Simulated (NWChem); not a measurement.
System: CH3FO3Si; SMILES O=CO[Si@H](F)O

The following NWChem deck was run.

```
start job
memory heap 200 mb stack 900 mb global 1100 mb
geometry units angstroms noautosym nocenter noautoz
  O     -0.375003    -1.882462     0.867975
  C      0.639653    -1.701353     0.230658
  O      0.948850    -0.582841    -0.441836
  Si    -0.063711     0.789542    -0.477489
  O     -1.623417     0.360706    -0.285057
  F      0.474044     1.737358     0.696889
  H      1.435079    -2.452163     0.129927
  H      0.154545     1.449871    -1.766540
  H     -1.720056    -0.416917     0.296775
end
basis spherical
  * library 6-31g*
end
dft
  xc b3lyp
  iterations 150
end
cosmo
  do_cosmo_smd true
  solvent water
end
task dft energy
```

NWChem printed, in part:

```
             Northwest Computational Chemistry Package (NWChem) 7.3.0
             --------------------------------------------------------

                             Geometry "geometry" -> ""
                             -------------------------

 Output coordinates in angstroms (scale by  1.889725989 to convert to a.u.)

  No.       Tag          Charge          X              Y              Z
 ---- ---------------- ---------- -------------- -------------- --------------
    1 O                    8.0000    -0.37500300    -1.88246200     0.86797500
    2 C                    6.0000     0.63965300    -1.70135300     0.23065800
    3 O                    8.0000     0.94885000    -0.58284100    -0.44183600
    4 Si                  14.0000    -0.06371100     0.78954200    -0.47748900
    5 O                    8.0000    -1.62341700     0.36070600    -0.28505700
    6 F                    9.0000     0.47404400     1.73735800     0.69688900
    7 H                    1.0000     1.43507900    -2.45216300     0.12992700
    8 H                    1.0000     0.15454500     1.44987100    -1.76654000
    9 H                    1.0000    -1.72005600    -0.41691700     0.29677500

 Effective nuclear repulsion energy (a.u.)     321.2471436872

                                 NWChem DFT Module
                                 -----------------

 Summary of "ao basis" -> "ao basis" (spherical)
 ------------------------------------------------------------------------------
       Tag                 Description            Shells   Functions and Types
 ---------------- ------------------------------  ------  ---------------------
 O                           6-31g*                  6       14   3s2p1d
 C                           6-31g*                  6       14   3s2p1d
 Si                          6-31g*                  8       18   4s3p1d
 F                           6-31g*                  6       14   3s2p1d
 H                           6-31g*                  2        2   2s

 in cosmo_initialize ...
 calling solv_data for solv:h2o

 solvent parameters
 solvname_short: h2o
 solvname_long:  water
 dielec:       78.4000
 dielecinf:     1.7769
 aqueous SMD model solvent descriptors
 dielec:       78.4000
 sola:          0.8200

          ---------------
          -cosmo- solvent
          ---------------
 Cosmo: York-Karplus, doi: 10.1021/jp992097l
 dielectric constant -eps-     =  78.40
 screen = (eps-1)/(eps    )    =   0.98724
 surface charge correction     = lagrangian

   van der Waals surface
 --------------------------

 ---------- ATOMIC COORDINATES (A.U.) ------------ VDWR(ANG.) --
     1   -0.70865291   -3.55733736    1.64023491     1.520
     2    1.20876890   -3.21509098    0.43588042     1.850
     3    1.79306650   -1.10140978   -0.83494897     1.520
     4   -0.12039633    1.49201804   -0.90232337     2.470
     5   -3.06781330    0.68163550   -0.53867962     1.520
     6    0.89581327    3.28313056    1.31692925     1.730
     7    2.71190608   -4.63391615    0.24552643     1.200
     8    0.29204770    2.73985891   -3.33827655     1.200
     9   -3.25043453   -0.78785889    0.56082343     1.200
 number of segments per atom =        128
 number of   points per atom =        128
 atom (   nspa,  nppa )
 ----------------------
    1 (     62,     0 )       0
    2 (     61,     0 )       0
    3 (     29,     0 )       0
    4 (     80,     0 )       0
    5 (     41,     0 )       0
    6 (     66,     0 )       0
    7 (     55,     0 )       0
    8 (     32,     0 )       0
    9 (     50,     0 )       0
 number of -cosmo- surface points =      476
 molecular surface =    117.173 angstrom**2
 molecular volume  =     98.622 angstrom**3
 -lineq- algorithm             =   0
 -bem- low  level              =   3
 -bem- from -octahedral-
 gaussian surface charge width =   4.50000
 degree of switching           =   1.00000
 switching function tolerance  =   0.00010
 atomic radii =
 --------------
    1  8.000  1.520
    2  6.000  1.850
    3  8.000  1.520
    4 14.000  2.470
    5  8.000  1.520
    6  9.000  1.730
    7  1.000  1.200
    8  1.000  1.200
    9  1.000  1.200
 ...... end of -cosmo- initialization ......

 nat:                     9
 ixmem:                  4523
 calling mnsol_interface()
 G(SMD-CDS) energy (kcal/mol)  =     4.733
 SMD-CDS SASA (angstrom**2)    =   139.134

            General Information
            -------------------
          SCF calculation type: DFT
          Wavefunction type:  closed shell.
          No. of atoms     :     9
          No. of electrons :    56
           Alpha electrons :    28
            Beta electrons :    28
          Charge           :     0
          Spin multiplicity:     1
          Use of symmetry is: off; symmetry adaption is: off
          Maximum number of iterations: 150
          AO basis - number of functions:    94
                     number of shells:    44
          Convergence on energy requested:  1.00D-06
          Convergence on density requested:  1.00D-05
          Convergence on gradient requested:  5.00D-04

              XC Information
              --------------
                         B3LYP Method XC Potential
                     Hartree-Fock (Exact) Exchange  0.200
                        Slater Exchange Functional  0.800 local
                    Becke 1988 Exchange Functional  0.720 non-local
              Lee-Yang-Parr Correlation Functional  0.810
                  VWN I RPA Correlation Functional  0.190 local

             Grid Information
             ----------------
          Grid used for XC integration:  medium
          Radial quadrature: Mura-Knowles
          Angular quadrature: Lebedev.
          Tag              B.-S. Rad. Rad. Pts. Rad. Cut. Ang. Pts.
          ---              ---------- --------- --------- ---------
          O                   0.60       49          11.0       434
          C                   0.70       49          10.0       434
          Si                  1.10       88          10.0       590
          F                   0.50       49          11.0       434
          H                   0.35       45          11.0       434
          Grid pruning is: on
          Number of quadrature shells:   468
          Spatial weights used:  Erf1

      Superposition of Atomic Density Guess
      -------------------------------------

 Sum of atomic energies:        -651.60764801

      Non-variational initial energy
      ------------------------------

 Total energy =    -653.591581
 1-e energy   =   -1540.547738
 2-e energy   =     565.709013
 HOMO         =      -0.388657
 LUMO         =       0.031885

   convergence    iter        energy       DeltaE   RMS-Dens  Diis-err
 ---------------- ----- ----------------- --------- --------- ---------
     COSMO gas phase
 d= 0,ls=0.0,diis     1   -654.8796096787 -9.76D+02  1.92D-02  1.64D+00
 d= 0,ls=0.0,diis     2   -654.5891004130  2.91D-01  1.24D-02  4.99D+00
 d= 0,ls=0.0,diis     3   -655.0433709227 -4.54D-01  3.62D-03  2.14D-01
 d= 0,ls=0.0,diis     4   -655.0579107272 -1.45D-02  1.33D-03  6.72D-02
 d= 0,ls=0.0,diis     5   -655.0640500841 -6.14D-03  2.16D-04  8.59D-04
  Resetting Diis
 d= 0,ls=0.0,diis     6   -655.0641269930 -7.69D-05  6.14D-05  9.35D-05
 d= 0,ls=0.0,diis     7   -655.0641348712 -7.88D-06  4.06D-05  1.04D-05
 d= 0,ls=0.0,diis     8   -655.0641333958  1.48D-06  2.55D-05  2.76D-05
 d= 0,ls=0.0,diis     9   -655.0641357487 -2.35D-06  4.12D-06  4.26D-07
 d= 0,ls=0.0,diis    10   -655.0641357854 -3.67D-08  1.28D-06  3.80D-08

   convergence    iter        energy       DeltaE   RMS-Dens  Diis-err
 ---------------- ----- ----------------- --------- --------- ---------
     COSMO solvation phase
 d= 0,ls=0.0,diis     1   -655.0677310424 -3.60D-03  1.57D-03  4.93D-03
 d= 0,ls=0.0,diis     2   -655.0685650254 -8.34D-04  4.61D-04  4.84D-03
 d= 0,ls=0.0,diis     3   -655.0689202625 -3.55D-04  2.08D-04  1.01D-03
 d= 0,ls=0.0,diis     4   -655.0690069441 -8.67D-05  6.56D-05  1.20D-04
 d= 0,ls=0.0,diis     5   -655.0690172109 -1.03D-05  1.67D-05  9.04D-06
 d= 0,ls=0.0,diis     6   -655.0690180249 -8.14D-07  3.68D-06  1.88D-07

         Total DFT energy =     -655.069018024877
      One electron energy =    -1543.642026860999
           Coulomb energy =      631.163314385531
    Exchange-Corr. energy =      -63.894063252010
 Nuclear repulsion energy =      321.247143687180

             COSMO energy =        0.056614015421

 Numeric. integr. density =       55.999998491015

                                COSMO-SMD solvation results
                                ---------------------------

             internal energy in gas <Psi(g)|H|Psi(g)> =      -655.064135785427
         internal energy in solvent <Psi(s)|H|Psi(s)> =      -655.062636834200
                               delta internal energy  =         0.001498951227 (    0.94 kcal/mol)
   total free energy in solvent <Psi(s)|H+V/2|Psi(s)> =      -655.076561282303
 polarization energy contribution <Psi(s)|V/2|Psi(s)> =        -0.013924448103 (   -8.74 kcal/mol)
    total free energy in solvent including G(SMD-CDS) =      -655.069018024877
                       G(SMD-CDS) energy contribution =         0.007543257426 (    4.73 kcal/mol)
     1 M fixed-concentration free energy of solvation =        -0.004882239450 (   -3.06 kcal/mol)

                       DFT Final Molecular Orbital Analysis
                       ------------------------------------

 Vector   26  Occ=2.000000D+00  E=-3.535596D-01
              MO Center= -4.4D-01, -3.6D-01, -7.3D-02, r^2= 3.3D+00
   Bfn.  Coefficient  Atom+Function         Bfn.  Coefficient  Atom+Function
  ----- ------------  ---------------      ----- ------------  ---------------
    65      0.293654  5 O  pz                33      0.283482  3 O  pz
     5     -0.250966  1 O  pz                64      0.241446  5 O  py
    69      0.210800  5 O  pz                37      0.208517  3 O  pz
    68      0.185463  5 O  py                 3     -0.182564  1 O  px
     9     -0.174108  1 O  pz                32      0.129265  3 O  py

 Vector   27  Occ=2.000000D+00  E=-3.463815D-01
              MO Center= -5.0D-01, -3.3D-01, -4.7D-02, r^2= 3.0D+00
   Bfn.  Coefficient  Atom+Function         Bfn.  Coefficient  Atom+Function
  ----- ------------  ---------------      ----- ------------  ---------------
    65      0.333656  5 O  pz                64      0.261576  5 O  py
     5      0.257312  1 O  pz                31     -0.253469  3 O  px
    69      0.254280  5 O  pz                33     -0.240086  3 O  pz
    68      0.203843  5 O  py                35     -0.188561  3 O  px
    37     -0.186812  3 O  pz                 9      0.184469  1 O  pz

 Vector   28  Occ=2.000000D+00  E=-3.087280D-01
              MO Center= -9.3D-02, -1.6D+00,  5.5D-01, r^2= 2.0D+00
   Bfn.  Coefficient  Atom+Function         Bfn.  Coefficient  Atom+Function
  ----- ------------  ---------------      ----- ------------  ---------------
     4      0.528617  1 O  py                 8      0.377140  1 O  py
     3     -0.196958  1 O  px                90      0.169187  7 H  s
    32      0.155407  3 O  py                89      0.152280  7 H  s
    33     -0.135955  3 O  pz                34     -0.129654  3 O  s
    36      0.122204  3 O  py                 7     -0.120902  1 O  px

 Vector   29  Occ=0.000000D+00  E=-2.180692D-02
              MO Center=  4.0D-01, -1.5D+00,  2.8D-01, r^2= 2.0D+00
   Bfn.  Coefficient  Atom+Function         Bfn.  Coefficient  Atom+Function
  ----- ------------  ---------------      ----- ------------  ---------------
    19      0.461055  2 C  pz                23      0.454496  2 C  pz
     9     -0.338932  1 O  pz                 5     -0.310159  1 O  pz
    21      0.271626  2 C  px                17      0.248186  2 C  px
    18      0.200569  2 C  py                22      0.183944  2 C  py
     7     -0.175383  1 O  px                37     -0.173558  3 O  pz

 Vector   30  Occ=0.000000D+00  E= 4.621222D-02
              MO Center= -6.8D-01,  1.1D+00, -2.7D-01, r^2= 3.8D+00
   Bfn.  Coefficient  Atom+Function         Bfn.  Coefficient  Atom+Function
  ----- ------------  ---------------      ----- ------------  ---------------
    66      0.691732  5 O  s                 53      0.642707  4 Si px
    52     -0.531832  4 Si s                 54     -0.516148  4 Si py
    94     -0.386766  9 H  s                 34     -0.276256  3 O  s
    80      0.260730  6 F  s                 92      0.257130  8 H  s
    49      0.249784  4 Si px                55     -0.239990  4 Si pz

 Vector   31  Occ=0.000000D+00  E= 6.582786D-02
              MO Center=  3.9D-01,  8.3D-01, -4.6D-01, r^2= 4.2D+00
   Bfn.  Coefficient  Atom+Function         Bfn.  Coefficient  Atom+Function
  ----- ------------  ---------------      ----- ------------  ---------------
    53      0.770268  4 Si px                54      0.545085  4 Si py
    80     -0.494763  6 F  s                 55      0.417071  4 Si pz
    66      0.334744  5 O  s                 52      0.320801  4 Si s
    34     -0.310940  3 O  s                 20      0.263861  2 C  s
    49      0.240069  4 Si px                92     -0.231022  8 H  s

     Multipole analysis of the density
     ---------------------------------

     L   x y z        total         alpha         beta         nuclear
     -   - - -        -----         -----         ----         -------
     0   0 0 0     -0.000000    -28.000000    -28.000000     56.000000

     1   1 0 0      0.647351      1.565823      1.565823     -2.484294
     1   0 1 0     -0.515129      1.418900      1.418900     -3.352928
     1   0 0 1     -0.467205     -0.951624     -0.951624      1.436042

     2   2 0 0    -30.165939    -84.696515    -84.696515    139.227090
     2   1 1 0     -2.182545      9.373546      9.373546    -20.929637
     2   1 0 1     -0.393225     -2.752819     -2.752819      5.112413
     2   0 2 0    -29.188078   -181.822434   -181.822434    334.456790
     2   0 1 1      0.029001     20.678964     20.678964    -41.328928
     2   0 0 2    -30.132970    -49.610327    -49.610327     69.087684
```

Level: B3LYP/6-31G* (spherical d), SMD on the gas-phase geometry. All runs use the structure optimised with B3LYP/6-31G* (spherical d). Solvent: water.
